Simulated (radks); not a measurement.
The numbers below are computed, except where a source is named.
These are the eigenvalues of the occupied orbitals of an atom or ion with whole-number occupations (hartree). Code: a radial shooting solver on a logarithmic mesh with Libxc functionals. Model: scalar-relativistic Kohn-Sham, PBE, spin-unpolarised, spherical densities, point nucleus.

1s: -3168.424
2s: -581.2725
2p: -502.8038
3s: -154.2502
3p: -131.6593
3d: -108.3341
4s: -49.76271
4p: -42.27519
4d: -33.52226
4f: -23.82144

Which element is it, and in what charge state? The configuration may be excited.

Answer. Z = 81, thallium, charge +22: Tl22+ in [Kr] 4d10 4f13. The list shows which subshells hold electrons but not how many an open one holds; the 1s level, -3168.4 hartree, gives Z - s = 79.6 by -(Z - s)^2/2, which with screening and relativity narrows Z to a few neighbours, and the depths of the outer levels then fix element, charge and occupations together.
